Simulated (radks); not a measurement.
Charge is removed step by step from the 5d down level of the gold ion Au3+, starting from [Xe] 4f14 5d(up 5, down 3). Method: scalar-relativistic Kohn-Sham, BLYP, spin-polarised, spherical densities, point nucleus; computed with a radial shooting solver on a logarithmic mesh with Libxc functionals.

removed (e)  E - E(0) (eV)  eigenvalue (eV)  E minus straight line (eV)
0                    0.000          -39.748                       0.000
0.25                10.355          -43.122                      -1.290
0.5                 21.560          -46.554                      -1.729
0.75                33.630          -50.043                      -1.304
1                   46.579          -53.585                       0.000

Removing the whole electron costs 46.579 eV by Delta-SCF, against 39.748 eV from minus the eigenvalue at the starting occupation. Slater's transition state (half an electron removed) gives 46.554 eV. Integrating minus the eigenvalue over the occupation (Janak's theorem) gives 46.592 eV. In this scalar-relativistic scheme the density is built from large components alone, so the theorem holds only approximately. The mean slope of the eigenvalue, de/dn, is 13.8 eV per electron. Ionisation energy of Au3+ in the NIST Atomic Spectra Database: 45 eV (theoretical).
